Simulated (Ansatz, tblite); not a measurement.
Removing and adding an electron: (NMe2)2Sn(OSiH2)2O (C₄H₁₆N₂O₃Si₂Sn). The state is a singlet with charge 0. Geometry: r2SCAN-D4/def2-SVP. Ansatz, gas phase; energy differences of separate SCF runs; the oxidised species was run as a doublet alone; the reduced species was run as a doublet alone.

```xyz
28

Sn    0.015    0.027    0.022
N    -1.611   -0.514   -1.034
C    -2.857    0.201   -0.842
C    -1.435   -1.082   -2.356
N     1.315   -1.510    0.004
C     0.844   -2.830    0.372
C     2.714   -1.262    0.291
O     1.110    1.587   -0.569
Si    1.278    3.073    0.142
O     0.315    3.166    1.496
Si   -0.533    2.140    2.495
O    -0.736    0.673    1.753
H    -2.914    0.600    0.182
H    -3.712   -0.489   -0.980
H    -2.994    1.042   -1.554
H    -2.232   -1.823   -2.559
H    -1.473   -0.326   -3.168
H    -0.468   -1.607   -2.425
H    -0.223   -2.943    0.120
H     1.403   -3.602   -0.191
H     0.967   -3.055    1.452
H     3.347   -1.964   -0.285
H     2.990   -0.240   -0.011
H     2.970   -1.391    1.364
H     2.701    3.268    0.546
H     0.855    4.145   -0.800
H     0.227    1.965    3.766
H    -1.863    2.751    2.765
```

In the def2 sets Sn takes a core potential; there is no spin–orbit coupling. The xTB rows come from tblite.

Q: Estimate orbital energies and vertical ionisation energies and electron affinities at: GFN1-xTB; GFN2-xTB; PBE-D4/def2-SVP; PBE0-D4/def2-SVP.

A: 
```
           level  −HOMO (eV)  vertical IE (eV)  −LUMO (eV)  vertical EA (eV)  HOMO–LUMO gap (eV)  IE − EA (eV)                       remarks
        GFN1-xTB       10.79             12.90        8.24              5.90                2.55          7.00                             –
        GFN2-xTB        9.95             12.20        7.81              5.53                2.15          6.68                             –
 PBE-D4/def2-SVP        5.10                 –        2.09             -0.15                3.01             –  HOMO above zero (-1 doublet)
PBE0-D4/def2-SVP        6.45              8.03        1.10             -0.36                5.34          8.39  HOMO above zero (-1 doublet)
```

Run but left out: PBE-D4/def2-SVP (charge +1 doublet: an occupied level 0.05 eV above an empty one).   A HOMO above zero means that the electron is unbound at that level or that self-interaction error raises the level; the energy of removing that electron tells which. Raw xTB energy differences between charge states are shifted by several eV; the methods need an empirical correction for them. Sets without diffuse functions give affinities that are too small. A negative affinity means that the extra electron isn't bound; its size then hangs on the basis.
